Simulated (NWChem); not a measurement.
AlN2H4Br; SMILES [NH2][Al]([NH2])[Br]

```xyz
8

Al     0.0000     0.0000    -0.9572
Br     0.0000     0.0000     1.3062
N      0.0000     1.5558    -1.7900
H      0.0000     1.6942    -2.7936
H      0.0000     2.4500    -1.3135
N      0.0000    -1.5558    -1.7900
H      0.0000    -1.6942    -2.7936
H      0.0000    -2.4500    -1.3135
```
Atoms are numbered in this order, from 1.

Computed with NWChem. Pople sets run with spherical d functions. Coordinates come from a PBE0/def2-SVP optimisation.

Question: Among these, which level gives the highest value of “dipole (D)”?
A) PBE0/6-311G**
B) PBE0/6-31G*
C) PBE0/STO-3G
D) PBE0/3-21G

Answer: D, PBE0/3-21G. Values: PBE0/6-311G** 2.84; PBE0/6-31G* 2.99; PBE0/STO-3G 3.17; PBE0/3-21G 3.40
